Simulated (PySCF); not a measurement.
# Reading the logs of faulty runs: BCGe2H6 cation

These are calculations, not measurements. The program is PySCF 2.14.0, an open-source quantum chemistry code, run on an isolated molecule that a program drew, which may never have been made. The molecule is BCGe2H6 cation (charge +1, singlet), drawn as the SMILES string `[BH2][GeH]=[CH][GeH2+]`.

Each row is a Hartree-Fock (HF) and frozen-core CCSD(T) single point in the cc-pVDZ basis, meant for a local HF minimum. Run 1 is clean. Each other run has one planted mistake out of seven kinds, and not every kind appears here: one electron removed, one electron added, multiplicity raised by two, geometry at a saddle point, minimal basis STO-3G, one bond length entered in bohr, all coordinates scaled. The reference is restricted for singlets and unrestricted otherwise, and also for a bond in bohr. Adding or removing an electron swaps singlet and doublet. Electrons count all cores. HOMO and LUMO are orbital energies over both spins, the gradient is its largest component, and the lowest frequency (negative if imaginary) is given only where the gradient is small. Bond lengths are over the 9 bonds as drawn. T1 is the CCSD diagnostic: over 0.02 (restricted) or 0.045 (unrestricted) a single reference is doubtful. Germanium has the cc-pVDZ-PP basis, with a core potential (ECP10MDF) in place of its 10 inner electrons, and its 3s, 3p and 3d shells are frozen in CCSD(T).

Geometry of the clean run:
```xyz
10
BCGe2H6 cation, angstrom
B     0.0123    0.2504   -2.7212
Ge   -1.5971    1.3131   -1.9278
C    -1.5478    2.5348   -0.5671
Ge   -0.0626    3.0308    0.3313
H     0.2812   -0.8092   -2.2514
H     0.6074    0.7204   -3.6381
H    -2.9735    1.0655   -2.5262
H    -2.4867    2.9967   -0.2793
H     1.2826    2.4257   -0.0185
H    -0.0820    4.0472    1.4484
```

| run | electrons | basis functions | <S^2> | HOMO (eV) | LUMO (eV) | gradient (hartree/bohr) | lowest frequency (cm^-1) | mean bond (Å) | longest bond (Å) | T1 | HF (hartree) | CCSD(T) (hartree) | mistake |
|---|---|---|---|---|---|---|---|---|---|---|---|---|---|
| 1 | 80 | 104 | 0.000 | -14.13 | -4.47 | 1.8e-05 | 91 | 1.5258 | 2.085 | 0.0137 | -652.47788 | -652.92497 | no fault |
| 2 | 79 | 104 | 0.757 | -21.16 | -11.60 | 5.6e-02 | - | 1.5258 | 2.085 | 0.0133 | -652.01648 | -652.41173 | one electron removed |
| 3 | 80 | 104 | 0.000 | -13.93 | -4.49 | 1.1e-02 | - | 1.5518 | 2.121 | 0.0143 | -652.47526 | -652.92585 | ? |
| 4 | 80 | 104 | 2.019 | -11.01 | -5.85 | 6.3e-02 | - | 1.5258 | 2.085 | 0.0166 | -652.39815 | -652.81781 | ? |

**Which mistake was planted in run 3, and what did it cost?**

The mean and the longest bond both change by the same factor, 1.017, and the gradient is no longer small. So the mistake is: all coordinates scaled. Subtracting run 1 and multiplying by 627.51 kcal/mol a hartree, the energy moved by 1.6 kcal/mol in HF and -0.6 kcal/mol in CCSD(T).

**Which mistake was planted in run 4, and what did it cost?**

Electrons, basis and geometry are unchanged, and <S^2> is 2.019, beside S(S+1) = 2.00 for a multiplicity of 3. So the mistake is: multiplicity raised by two. Subtracting run 1 and multiplying by 627.51 kcal/mol a hartree, the energy moved by 50.0 kcal/mol in HF and 67.2 kcal/mol in CCSD(T).

